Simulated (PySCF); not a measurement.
The vertical singlet excitations below were computed for one of the candidates. Level of theory: PySCF, TDDFT wB97X-D/def2-SVPD, vertical, gas phase, core orbitals frozen in the response. Geometries: GFN2-xTB, one conformer each.

```json
{"state": "S1", "E (eV)": "6.81", "f": "0.016", "main configurations (H = HOMO, L = LUMO)": "H→L+1 (70%), H→L (21%)"}
{"state": "S2", "E (eV)": "6.97", "f": "0.100", "main configurations (H = HOMO, L = LUMO)": "H→L (63%), H→L+1 (22%)"}
{"state": "S3", "E (eV)": "7.40", "f": "0.015", "main configurations (H = HOMO, L = LUMO)": "H→L+4 (23%), H-1→L+1 (22%), H-1→L (16%)"}
{"state": "S4", "E (eV)": "7.71", "f": "0.066", "main configurations (H = HOMO, L = LUMO)": "H-1→L+1 (26%), H-1→L (25%)"}
{"state": "S5", "E (eV)": "7.82", "f": "0.114", "main configurations (H = HOMO, L = LUMO)": "H→L+2 (63%), H-1→L (15%)"}
{"state": "S6", "E (eV)": "7.89", "f": "0.045", "main configurations (H = HOMO, L = LUMO)": "H-2→L+1 (23%), H-2→L (17%), H→L+2 (11%)"}
{"state": "S7", "E (eV)": "8.03", "f": "0.030", "main configurations (H = HOMO, L = LUMO)": "H→L+3 (59%), H-1→L (11%)"}
{"state": "S8", "E (eV)": "8.07", "f": "0.025", "main configurations (H = HOMO, L = LUMO)": "H-2→L (20%), H-1→L+1 (14%), H-4→L (9%)"}
```

Orbital energies (eV): HOMO-3 -11.47, HOMO-2 -11.23, HOMO-1 -10.99, HOMO -10.15, LUMO 1.11, LUMO+1 1.32, LUMO+2 1.67.

Question: Which structure fits? All have the formula C4H8FNSi2.
A. `N#C[Si@@H]1CCC[Si@@H]1F`
B. `F[C@H]1[C@@H]([SiH2][SiH2]C1)C#N`
C. `N#C[Si@@H]1[SiH2]CC[C@H]1F`
D. `C#C[Si@@H]1C[C@H](F)[SiH2]N1`

Answer: B. Its S1, at 6.81 eV, is the highest among the candidates; the nearest of the others has S1 at 6.18 eV. S1 is HOMO→LUMO+1 (70%), HOMO→LUMO (21%). Löwdin shares by element: HOMO silicon 45%, carbon 13% or more, nitrogen 10% (atoms not listed hold the other 32%); LUMO silicon 53%, carbon 15% or more (atoms not listed hold the other 33%). At the same level the other candidates give, for their lowest levels:
- `N#C[Si@@H]1[SiH2]CC[C@H]1F`: 6.18 eV (f 0.006); 6.58 eV (f 0.112); 7.06 eV (f 0.062); 7.18 eV (f 0.085); 7.37 eV (f 0.043); T1 5.65 eV; HOMO -10.02, LUMO 0.79 eV
- `C#C[Si@@H]1C[C@H](F)[SiH2]N1`: 6.05 eV (f 0.001); 6.27 eV (f 0.012); 6.40 eV (f 0.001); 6.50 eV (f 0.011); 7.09 eV (f 0.003); T1 5.11 eV; HOMO -9.40, LUMO 1.41 eV
- `N#C[Si@@H]1CCC[Si@@H]1F`: 5.65 eV (f 0.021); 6.66 eV (f 0.054); 6.90 eV (f 0.015); 7.02 eV (f 0.030); 7.17 eV (f 0.121); T1 5.06 eV; HOMO -9.98, LUMO 0.31 eV
Triplets come from the Tamm–Dancoff approximation.
